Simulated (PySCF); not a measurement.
Record of a relaxation.

Species: C₂H₇B₂BrO₂.
SMILES with atom numbers: `[CH3:1][O:2][BH:3][CH2:4][O:5][BH:6][Br:7]` (hydrogens: H8, H9, H10 on C1; H11 on B3; H12, H13 on C4; H14 on B6)

Method: PBE0-D3(BJ)/def2-SVP geometry optimisation, gas phase (PySCF); density fitting, grid level 1; the optimiser is geomeTRIC in internal coordinates, started from a GFN2-xTB structure. 9 of its 13 geometries are shown. The frame can shift and turn from step to step; on so coarse a grid that alone can change the energy by a few meV, and forces under 0.02 eV/Å are noise.

Step 0: E = -77652.9774 eV, largest atomic force 1.505 eV/Å
```
atom  x, y, z in Å  |  force x, y, z in eV/Å
C1     -2.404   -0.334    0.613    0.313  -0.207  -0.355
O2     -1.548   -0.883   -0.361   -1.154  -0.314   0.353
B3     -0.332   -0.494   -0.678    0.922   1.096   0.463
C4      0.439    0.748    0.001    0.102  -0.445  -0.307
O5      1.746    0.936   -0.536   -1.239   0.617  -0.247
B6      2.805    0.211   -0.298    0.324  -0.248   0.128
Br7     2.797   -1.234    0.939   -0.029  -0.578   0.471
H8     -2.596   -1.096    1.371   -0.094  -0.136   0.234
H9     -3.348   -0.074    0.129   -0.256   0.099  -0.046
H10    -1.982    0.553    1.088    0.102   0.298   0.177
H11     0.190   -1.115   -1.525    0.512  -0.464  -0.715
H12     0.517    0.605    1.088   -0.079  -0.006   0.229
H13    -0.087    1.695   -0.165   -0.215   0.168  -0.006
H14     3.802    0.482   -0.848    0.791   0.123  -0.380
```

Step 2: E = -77653.0798 eV, largest atomic force 0.087 eV/Å
```
atom  x, y, z in Å  |  force x, y, z in eV/Å
C1     -2.041   -0.882    0.554   -0.021   0.022   0.027
O2     -1.239   -1.466   -0.439    0.059   0.011  -0.011
B3     -0.005   -1.064   -0.782   -0.030  -0.045   0.007
C4      0.718    0.186   -0.121   -0.004   0.020   0.024
O5      2.024    0.400   -0.635    0.009   0.043  -0.036
B6      3.090   -0.348   -0.374   -0.067  -0.019   0.052
Br7     2.974   -1.833    0.867    0.052  -0.043   0.008
H8     -2.234   -1.621    1.347    0.007  -0.002  -0.006
H9     -3.008   -0.594    0.114    0.007  -0.003  -0.007
H10    -1.583    0.010    1.010   -0.001  -0.001  -0.001
H11     0.539   -1.699   -1.656   -0.007   0.017  -0.015
H12     0.762    0.074    0.979   -0.009   0.002  -0.011
H13     0.146    1.111   -0.314    0.013  -0.002  -0.028
H14     4.148   -0.104   -0.888   -0.009   0.002  -0.003
```

Step 3: E = -77653.0795 eV, largest atomic force 0.162 eV/Å
```
atom  x, y, z in Å  |  force x, y, z in eV/Å
C1     -2.033   -0.879    0.558    0.048   0.016  -0.014
O2     -1.239   -1.465   -0.443   -0.119  -0.035   0.051
B3     -0.010   -1.064   -0.795    0.114   0.094   0.067
C4      0.711    0.193   -0.134    0.004  -0.145  -0.063
O5      2.027    0.399   -0.629   -0.142   0.023   0.063
B6      3.082   -0.356   -0.350    0.099   0.002  -0.058
Br7     2.981   -1.867    0.856   -0.058  -0.003   0.028
H8     -2.217   -1.615    1.354    0.004  -0.024  -0.002
H9     -3.003   -0.589    0.128   -0.009  -0.007  -0.026
H10    -1.567    0.012    1.006   -0.011   0.019   0.015
H11     0.533   -1.703   -1.665    0.016   0.000  -0.056
H12     0.736    0.087    0.965    0.010   0.012   0.036
H13     0.141    1.113   -0.344    0.014   0.048  -0.031
H14     4.145   -0.097   -0.845    0.031   0.000  -0.009
```

Step 4: E = -77653.0815 eV, largest atomic force 0.035 eV/Å
```
atom  x, y, z in Å  |  force x, y, z in eV/Å
C1     -2.034   -0.882    0.557    0.006  -0.005  -0.003
O2     -1.235   -1.465   -0.440   -0.021  -0.008   0.015
B3     -0.005   -1.061   -0.790    0.024   0.014   0.015
C4      0.714    0.194   -0.130   -0.005  -0.034  -0.004
O5      2.027    0.401   -0.630   -0.008   0.016   0.021
B6      3.083   -0.356   -0.355    0.017  -0.011  -0.021
Br7     2.962   -1.859    0.862   -0.007  -0.003   0.007
H8     -2.217   -1.621    1.352   -0.002  -0.002   0.002
H9     -3.004   -0.599    0.121   -0.003  -0.001  -0.003
H10    -1.577    0.013    1.008    0.001   0.004  -0.002
H11     0.538   -1.693   -1.666   -0.002   0.008  -0.021
H12     0.744    0.089    0.970   -0.006   0.014   0.007
H13     0.147    1.117   -0.341    0.002   0.007  -0.015
H14     4.147   -0.109   -0.855    0.005   0.000   0.004
```

Step 6: E = -77653.0828 eV, largest atomic force 0.045 eV/Å
```
atom  x, y, z in Å  |  force x, y, z in eV/Å
C1     -2.021   -0.891    0.561    0.007  -0.008  -0.008
O2     -1.222   -1.463   -0.443   -0.002  -0.003  -0.001
B3      0.002   -1.047   -0.800    0.001  -0.015  -0.002
C4      0.714    0.212   -0.143    0.001   0.004   0.010
O5      2.037    0.406   -0.620    0.041   0.014   0.012
B6      3.075   -0.372   -0.334   -0.031  -0.010  -0.006
Br7     2.892   -1.887    0.862    0.013  -0.006  -0.002
H8     -2.186   -1.632    1.358   -0.001   0.004   0.001
H9     -2.999   -0.625    0.131   -0.001   0.001   0.006
H10    -1.575    0.012    1.006   -0.003  -0.002  -0.001
H11     0.542   -1.667   -1.687   -0.014   0.013  -0.001
H12     0.723    0.127    0.959   -0.008   0.017  -0.007
H13     0.155    1.135   -0.381    0.002  -0.008  -0.007
H14     4.155   -0.139   -0.807   -0.006   0.000   0.006
```

Step 8: E = -77653.0844 eV, largest atomic force 0.040 eV/Å
```
atom  x, y, z in Å  |  force x, y, z in eV/Å
C1     -1.998   -0.907    0.567   -0.001  -0.004   0.002
O2     -1.203   -1.457   -0.452    0.016   0.009  -0.015
B3      0.012   -1.021   -0.818   -0.014  -0.025   0.011
C4      0.714    0.247   -0.167    0.002   0.016   0.002
O5      2.057    0.417   -0.599    0.035  -0.010   0.017
B6      3.056   -0.404   -0.294   -0.025   0.003   0.006
Br7     2.773   -1.947    0.848    0.008   0.000  -0.007
H8     -2.131   -1.651    1.367    0.003   0.003   0.000
H9     -2.990   -0.665    0.155    0.001   0.000   0.004
H10    -1.567    0.008    1.004   -0.003  -0.003   0.000
H11     0.548   -1.623   -1.721   -0.015   0.015   0.001
H12     0.684    0.203    0.937   -0.008   0.007  -0.006
H13     0.172    1.166   -0.456    0.005  -0.009  -0.007
H14     4.164   -0.194   -0.710   -0.004  -0.002  -0.006
```

Step 9: E = -77653.0851 eV, largest atomic force 0.029 eV/Å
```
atom  x, y, z in Å  |  force x, y, z in eV/Å
C1     -1.989   -0.913    0.570   -0.004  -0.002   0.009
O2     -1.198   -1.448   -0.459    0.010   0.015  -0.003
B3      0.014   -1.006   -0.827   -0.001  -0.011   0.008
C4      0.716    0.265   -0.179    0.001   0.002   0.001
O5      2.070    0.417   -0.588   -0.007  -0.021   0.020
B6      3.048   -0.424   -0.273    0.003  -0.002  -0.012
Br7     2.721   -1.974    0.848   -0.003   0.003   0.000
H8     -2.105   -1.664    1.367    0.002   0.001   0.000
H9     -2.987   -0.680    0.171    0.000  -0.001  -0.001
H10    -1.564    0.003    1.010    0.001   0.003  -0.001
H11     0.545   -1.598   -1.738   -0.003   0.007  -0.011
H12     0.667    0.243    0.924   -0.006   0.003   0.003
H13     0.187    1.182   -0.494    0.005   0.000  -0.010
H14     4.166   -0.232   -0.671    0.003   0.002  -0.002
```

Step 10: E = -77653.0857 eV, largest atomic force 0.026 eV/Å
```
atom  x, y, z in Å  |  force x, y, z in eV/Å
C1     -1.978   -0.917    0.576   -0.002  -0.003   0.005
O2     -1.194   -1.438   -0.465   -0.001   0.007  -0.002
B3      0.015   -0.990   -0.838   -0.003  -0.002   0.007
C4      0.719    0.280   -0.191    0.010   0.004  -0.001
O5      2.081    0.413   -0.578   -0.008  -0.023   0.009
B6      3.040   -0.447   -0.254    0.004   0.007  -0.003
Br7     2.667   -1.997    0.852   -0.001   0.000   0.000
H8     -2.076   -1.673    1.370    0.001   0.002   0.001
H9     -2.983   -0.692    0.190   -0.001   0.000   0.000
H10    -1.558    0.002    1.016    0.000   0.003  -0.001
H11     0.537   -1.573   -1.762    0.000   0.004  -0.007
H12     0.650    0.277    0.911   -0.002   0.001   0.001
H13     0.204    1.196   -0.532    0.002   0.001  -0.005
H14     4.167   -0.272   -0.631    0.000  -0.001  -0.002
```

Step 12: E = -77653.0861 eV, largest atomic force under 0.02 eV/Å
```
atom  x, y, z in Å  |  force x, y, z in eV/Å
C1     -1.966   -0.910    0.589    0.006  -0.002  -0.002
O2     -1.196   -1.413   -0.472   -0.016   0.004  -0.003
B3      0.009   -0.965   -0.855    0.007  -0.006  -0.004
C4      0.728    0.299   -0.210    0.000   0.005  -0.001
O5      2.102    0.392   -0.570    0.004   0.002  -0.006
B6      3.030   -0.495   -0.230   -0.006  -0.004  -0.007
Br7     2.587   -2.039    0.858    0.005  -0.004   0.007
H8     -2.034   -1.672    1.381    0.000   0.004   0.003
H9     -2.983   -0.702    0.225   -0.001   0.002   0.003
H10    -1.552    0.013    1.024   -0.001   0.003   0.000
H11     0.516   -1.533   -1.795    0.000  -0.001   0.002
H12     0.635    0.326    0.889    0.003  -0.001  -0.001
H13     0.244    1.217   -0.588    0.000   0.001   0.006
H14     4.169   -0.349   -0.583   -0.001  -0.002   0.004
```

**Question.** Summarise the path.

**Answer.** The energy falls by 0.1087 eV from step 0 to step 12; nine tenths of that is first reached at step 1. It rises by more than 0.2 meV at step 3. The largest force goes from 1.505 to under 0.02 eV/Å. Among the bonds B6–Br7 changes most, from 1.902 to 1.941 Å; the atoms move by 0.270 Å rms after alignment.

What follows is the cost of the whole optimisation. Hardware: one thread, Arm Neoverse V1 (aarch64), shared host. Cost: 95 s, 0.66 GiB resident at most.
